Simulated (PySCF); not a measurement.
SnHMe2(OMe), C₃H₁₀OSn.
Structure used (PBE0-D3(BJ)/def2-SVP), in Å, numbered top down from 1:
```xyz
15
C3H10OSn angstrom
Sn     0.0492    0.5669    0.4220
H      0.1894    0.7197    2.1348
C      1.9305    0.0609   -0.4851
H      1.7883   -0.0877   -1.5647
H      2.3305   -0.8636   -0.0457
H      2.6562    0.8719   -0.3280
C     -0.9349    2.2168   -0.5114
H     -0.2859    3.1039   -0.5172
H     -1.8635    2.4529    0.0257
H     -1.1820    1.9436   -1.5468
O     -1.2128   -0.9453    0.0722
C     -0.9261   -2.2344    0.5058
H      0.0194   -2.6423    0.0901
H     -1.7333   -2.9160    0.1816
H     -0.8578   -2.3233    1.6107
```

Level of theory: TDDFT CAM-B3LYP/def2-SVPD, vertical, gas phase, core orbitals frozen in the response, def2 core potentials past Kr (PySCF 2.14.0, density-fitted response routines). Spin–orbit coupling is left out.

Transition dipole moments from the ground state, in atomic units and in the frame of the coordinates above (overall signs are arbitrary), for the states with f of 0.002 or more among the lowest 7:

| state | E (eV) | μx | μy | μz |
| --- | --- | --- | --- | --- |
| S1 | 6.180 | -0.106 | 0.093 | 0.154 |
| S2 | 6.921 | -0.059 | -0.327 | -0.016 |
| S3 | 6.970 | -0.555 | -0.343 | -0.025 |
| S4 | 7.132 | -0.222 | 0.096 | 0.412 |
| S5 | 7.250 | 0.346 | -0.106 | -0.409 |
| S6 | 7.440 | 0.221 | -0.452 | 0.154 |
| S7 | 7.681 | -0.292 | -0.145 | -0.349 |

**Question.** What oscillator strength does each state have?

**Answer.** f = (2/3) ΔE |μ|² with ΔE in hartree (27.2114 eV).

```
state  |μ|² (au)  |μ| (D)      f
   S1      0.044     0.53  0.007
   S2      0.111     0.85  0.019
   S3      0.426     1.66  0.073
   S4      0.228     1.21  0.040
   S5      0.298     1.39  0.053
   S6      0.276     1.34  0.050
   S7      0.228     1.21  0.043
```

**Question.** Which bond between heavy atoms lies closest to the direction of the S3 transition dipole?

**Answer.** Sn1–O11, at 20° from it; next Sn1–C3 at 53°.

**Question.** What angle do the transition dipoles of S6 and S7 make?

**Answer.** |cos θ| = |μa·μb| / (|μa| |μb|) = 0.21, so θ ≈ 78° (taken between 0 and 90°, since the signs are arbitrary).

**Question.** How is the summed strength of these states shared among x, y and z?

**Answer.** (2/3) Σ ΔE μα² gives 0.110 for x, 0.084 for y and 0.090 for z, 0.284 in all.

All these states lie below the vertical ionisation energy of 9.31 eV (ΔSCF).

One conformer stands for the species.
